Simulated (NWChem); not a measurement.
Species: NbF5; SMILES [F][Nb]([F])([F])([F])[F]

All runs: NWChem. STO-3G and 3-21G are far too small for this property and stand as cheap habits. Structure relaxed at the PBE0/def2-SVP level. def2 effective core potentials on Nb; no spin-orbit coupling. Field at 589 nm.

For level B3LYP/STO-3G (all-electron, non-relativistic):

| Property | Result |
|---|---|
| isotropic polarisability (bohr³) | 22.5 |
| anisotropy (bohr³) | 3.3 |

**Question.** What are these values for level B3LYP/def2-SVP (core potentials)?

**Answer.** The isotropic polarisability (bohr³) comes out as 33.3. The anisotropy (bohr³) is 5.1.
